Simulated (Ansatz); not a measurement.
# Molecular dynamics of C$_{2}$H$_{12}$N$_{4}$Si

The input (input.yaml):

```yaml
crystal:
  periodic: [false, false, false]
  atoms:
    - { symbol: Si, position_ang: [-0.001178, 0.014756, -0.009717] }
    - { symbol: "N", position_ang: [0.050673, -0.118374, 1.755926] }
    - { symbol: C, position_ang: [-1.089177, -0.571965, 2.55275] }
    - { symbol: H, position_ang: [-1.884148, -0.940966, 1.901433] }
    - { symbol: H, position_ang: [-0.795149, -1.382454, 3.239045] }
    - { symbol: H, position_ang: [-1.500681, 0.246113, 3.168148] }
    - { symbol: C, position_ang: [1.122287, 0.460467, 2.56556] }
    - { symbol: H, position_ang: [1.550123, -0.288711, 3.251556] }
    - { symbol: H, position_ang: [1.920853, 0.837847, 1.92362] }
    - { symbol: H, position_ang: [0.752955, 1.297111, 3.182905] }
    - { symbol: "N", position_ang: [1.692314, 0.039766, -0.479654] }
    - { symbol: H, position_ang: [2.40089, -0.488236, 0.005376] }
    - { symbol: H, position_ang: [1.975874, 0.384074, -1.384266] }
    - { symbol: "N", position_ang: [-0.647303, 1.411325, -0.862931] }
    - { symbol: H, position_ang: [-1.63611, 1.526203, -1.025441] }
    - { symbol: H, position_ang: [-0.099958, 2.244139, -1.017172] }
    - { symbol: "N", position_ang: [-1.104638, -1.264338, -0.494967] }
    - { symbol: H, position_ang: [-1.15807, -2.147624, -0.011885] }
    - { symbol: H, position_ang: [-1.543759, -1.259131, -1.402788] }
basis:
  gaussian: { orbitals: "6-31G" }
hamiltonian:
  xc: b3lyp
  dispersion: d4
md:
  timestep: 0.25
  n_steps: 50
  ensemble: nvt_langevin
  temperature: 300.0
  initial_velocities: maxwell_boltzmann
  seed: 115041
  friction: 0.02
```

Command:

```bash
$ ansatz run input.yaml --threads 1 --pin off --max-ram 2048MiB --backend cpu --events-out ev --progress --plain --runs-dir out
```

It starts from a relaxed structure.

Output, in part (one step line in 2, the closing report, with atoms numbered from 0):

```
md step     0: t =     0.00 fs  T =   284.2 K  F+E_penalty+E_count = -16107.51464122 eV  E_kin = 0.698004 eV  (24 SCF iters)
md step     2: t =     0.50 fs  T =   294.1 K  F+E_penalty+E_count = -16107.49437448 eV  E_kin = 0.722331 eV  (26 SCF iters)
md step     4: t =     1.00 fs  T =   266.8 K  F+E_penalty+E_count = -16107.43957998 eV  E_kin = 0.655261 eV  (26 SCF iters)
md step     6: t =     1.50 fs  T =   254.0 K  F+E_penalty+E_count = -16107.37077747 eV  E_kin = 0.623904 eV  (26 SCF iters)
md step     8: t =     2.00 fs  T =   226.7 K  F+E_penalty+E_count = -16107.30730911 eV  E_kin = 0.556783 eV  (23 SCF iters)
md step    10: t =     2.50 fs  T =   204.4 K  F+E_penalty+E_count = -16107.26507899 eV  E_kin = 0.501937 eV  (23 SCF iters)
md step    12: t =     3.00 fs  T =   206.9 K  F+E_penalty+E_count = -16107.25510684 eV  E_kin = 0.508177 eV  (23 SCF iters)
md step    14: t =     3.50 fs  T =   205.6 K  F+E_penalty+E_count = -16107.26513307 eV  E_kin = 0.504924 eV  (26 SCF iters)
md step    16: t =     4.00 fs  T =   221.5 K  F+E_penalty+E_count = -16107.27907582 eV  E_kin = 0.544054 eV  (26 SCF iters)
md step    18: t =     4.50 fs  T =   225.4 K  F+E_penalty+E_count = -16107.28617994 eV  E_kin = 0.553617 eV  (26 SCF iters)
md step    20: t =     5.00 fs  T =   230.4 K  F+E_penalty+E_count = -16107.27294798 eV  E_kin = 0.565967 eV  (26 SCF iters)
md step    22: t =     5.50 fs  T =   216.8 K  F+E_penalty+E_count = -16107.23854025 eV  E_kin = 0.532410 eV  (26 SCF iters)
md step    24: t =     6.00 fs  T =   194.9 K  F+E_penalty+E_count = -16107.19059415 eV  E_kin = 0.478762 eV  (26 SCF iters)
md step    26: t =     6.50 fs  T =   185.5 K  F+E_penalty+E_count = -16107.14635785 eV  E_kin = 0.455463 eV  (22 SCF iters)
md step    28: t =     7.00 fs  T =   185.9 K  F+E_penalty+E_count = -16107.12443683 eV  E_kin = 0.456568 eV  (23 SCF iters)
md step    30: t =     7.50 fs  T =   186.4 K  F+E_penalty+E_count = -16107.12857590 eV  E_kin = 0.457864 eV  (23 SCF iters)
md step    32: t =     8.00 fs  T =   204.6 K  F+E_penalty+E_count = -16107.15305834 eV  E_kin = 0.502484 eV  (22 SCF iters)
md step    34: t =     8.50 fs  T =   221.1 K  F+E_penalty+E_count = -16107.18481591 eV  E_kin = 0.543087 eV  (26 SCF iters)
md step    36: t =     9.00 fs  T =   226.6 K  F+E_penalty+E_count = -16107.21233711 eV  E_kin = 0.556442 eV  (25 SCF iters)
md step    38: t =     9.50 fs  T =   249.6 K  F+E_penalty+E_count = -16107.22179882 eV  E_kin = 0.613028 eV  (26 SCF iters)
md step    40: t =    10.00 fs  T =   248.6 K  F+E_penalty+E_count = -16107.21239410 eV  E_kin = 0.610616 eV  (26 SCF iters)
md step    42: t =    10.50 fs  T =   238.6 K  F+E_penalty+E_count = -16107.18502414 eV  E_kin = 0.586101 eV  (26 SCF iters)
md step    44: t =    11.00 fs  T =   255.4 K  F+E_penalty+E_count = -16107.15268723 eV  E_kin = 0.627348 eV  (26 SCF iters)
md step    46: t =    11.50 fs  T =   258.8 K  F+E_penalty+E_count = -16107.12838453 eV  E_kin = 0.635659 eV  (23 SCF iters)
md step    48: t =    12.00 fs  T =   273.1 K  F+E_penalty+E_count = -16107.12010270 eV  E_kin = 0.670614 eV  (23 SCF iters)
md step    50: t =    12.50 fs  T =   269.1 K  F+E_penalty+E_count = -16107.11741826 eV  E_kin = 0.660984 eV  (27 SCF iters)
Total energy: -16107.11768934 eV, -591.9256572869 hartree
Atom 0 at     0.055393    -0.015018    -0.018958 Å, force    -1.344404     1.154360     0.443612 eV/Å
Atom 1 at     0.027895    -0.004525     1.757806 Å, force    -0.627793    -0.589265     0.781660 eV/Å
Atom 2 at    -1.182549    -0.525350     2.497155 Å, force     1.002805    -0.471748    -0.748880 eV/Å
Atom 3 at    -1.855618    -1.037509     1.788159 Å, force     0.254363     0.298655     0.213445 eV/Å
Atom 4 at    -0.886541    -1.270604     3.264883 Å, force     0.010399     0.284884    -0.151966 eV/Å
Atom 5 at    -1.742850     0.267167     2.974950 Å, force    -0.179853     0.486280     0.316197 eV/Å
Atom 6 at     1.107030     0.492520     2.648217 Å, force     0.585065     0.459619    -1.735847 eV/Å
Atom 7 at     1.540082    -0.352016     3.185591 Å, force     0.127351    -0.024737     0.500221 eV/Å
Atom 8 at     1.950673     0.953118     2.017981 Å, force    -1.201177    -0.604209     0.772734 eV/Å
Atom 9 at     0.754253     1.277246     3.339251 Å, force    -0.016416    -0.255036    -0.011205 eV/Å
Atom 10 at     1.727231    -0.052423    -0.461278 Å, force     0.297988     1.414544    -2.026452 eV/Å
Atom 11 at     2.517516    -0.465282    -0.010974 Å, force     0.098895    -0.228048     0.242479 eV/Å
Atom 12 at     1.934651     0.441093    -1.361221 Å, force     0.050688    -0.856015     1.232545 eV/Å
Atom 13 at    -0.674824     1.420392    -0.833003 Å, force     2.371295    -1.130165     0.660013 eV/Å
Atom 14 at    -1.599893     1.419441    -1.139857 Å, force    -1.613587     0.070416    -0.469317 eV/Å
Atom 15 at    -0.190864     2.294643    -0.876873 Å, force     0.049295     0.381925    -0.054708 eV/Å
Atom 16 at    -1.095281    -1.243398    -0.512851 Å, force    -0.068394     0.074460    -0.159143 eV/Å
Atom 17 at    -1.174755    -2.095972     0.010970 Å, force    -0.141561    -0.318766    -0.164386 eV/Å
Atom 18 at    -1.683316    -1.160081    -1.338464 Å, force     0.345042    -0.147156     0.358997 eV/Å
Dipole moment:     0.034697    -0.013395    -0.086115 e Å
```

All steps were run. The mean temperature of the second half is 23 % below the set value. A run of 0.013 ps of so small a system gives no equilibrium averages. Limits of this set-up: no polarisation functions.

The same pairs are bonded in the first frame and the last. Pairs count as bonded within 1.25 times the sum of covalent radii (0.12 Å more for H–H).

Last frame:

```xyz
19
Properties=species:S:1:pos:R:3
Si 0.055 -0.015 -0.019
N 0.028 -0.004 1.758
C -1.183 -0.525 2.497
H -1.856 -1.038 1.788
H -0.886 -1.271 3.265
H -1.743 0.267 2.975
C 1.107 0.492 2.648
H 1.540 -0.352 3.186
H 1.951 0.953 2.018
H 0.754 1.277 3.339
N 1.727 -0.052 -0.461
H 2.518 -0.465 -0.011
H 1.935 0.441 -1.361
N -0.675 1.420 -0.833
H -1.600 1.419 -1.140
H -0.191 2.295 -0.877
N -1.095 -1.243 -0.513
H -1.175 -2.096 0.011
H -1.683 -1.160 -1.339
```

The run took 17 min on 1 thread of Intel(R) Xeon(R) Processor @ 2.50GHz (Skylake/Cascade Lake), on a shared host, peak memory 0.27 GiB.
